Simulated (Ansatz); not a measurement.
The cluster AlB₁₂. Total charge 0; doublet. Geometry PBE-D4/def2-SVP, that of the charge -1 singlet; atoms count from 1.

```tsv
atom	x (Å)	y (Å)	z (Å)
Al1	-2.695	-0.139	-0.717
B2	1.008	0.051	0.269
B3	-2.235	1.694	-0.124
B4	2.718	0.140	0.721
B5	0.970	-1.896	-0.257
B6	1.961	1.480	0.889
B7	-0.733	0.807	0.026
B8	-0.542	-0.872	-0.367
B9	2.276	-1.261	0.233
B10	-0.433	-2.500	-0.765
B11	-1.829	-1.904	-0.957
B12	-0.993	2.425	0.391
B13	0.528	1.975	0.658
```

The structure comes from a short search, and lower isomers may exist.

Estimate the Mulliken populations from the PBE0/def2-TZVPD orbitals of Ansatz.


| atom | charge (e) | spin (α − β) |
| --- | --- | --- |
| Al1 | -0.15 | 0.03 |
| B2 | 0.46 | 0.02 |
| B3 | 0.17 | 0.04 |
| B4 | 0.44 | 0.11 |
| B5 | 0.24 | 0.20 |
| B6 | 0.24 | 0.01 |
| B7 | -0.74 | -0.04 |
| B8 | -0.74 | -0.04 |
| B9 | 0.23 | 0.01 |
| B10 | -0.28 | 0.22 |
| B11 | 0.17 | 0.04 |
| B12 | -0.28 | 0.22 |
| B13 | 0.24 | 0.20 |
Mulliken values and Mayer orders depend strongly on the basis. With diffuse functions, as here, like atoms can get unlike values, and bond orders can come out too low or too high.

Where does the spin sit?

Summed by element: Al 0.03, B 0.97, of 1 unpaired in all. Largest on single atoms: B10 0.22, B12 0.22, B13 0.20.

And the Mayer bond orders between bonded heavy atoms (over 0.3)?

Al1–B3 0.85 (1.98 Å); Al1–B7 0.77 (2.30 Å); Al1–B8 0.77 (2.30 Å); Al1–B11 0.85 (1.98 Å); B2–B4 0.87 (1.77 Å); B2–B6 0.69 (1.83 Å); B2–B9 0.69 (1.82 Å); B3–B7 0.80 (1.75 Å); B3–B12 1.38 (1.53 Å); B4–B6 1.24 (1.55 Å); B4–B9 1.24 (1.55 Å); B5–B9 1.02 (1.53 Å); B5–B10 0.77 (1.61 Å); B6–B13 1.02 (1.53 Å); B7–B8 1.96 (1.74 Å); B7–B12 0.69 (1.68 Å); B8–B10 0.69 (1.68 Å); B8–B11 0.80 (1.75 Å); B10–B11 1.38 (1.53 Å); B12–B13 0.77 (1.61 Å). Values over 0.3 also appear between atoms too far apart for a bond (B5–B7 0.30 at 3.21 Å); they arise where an orbital or an unpaired electron spreads over both atoms.
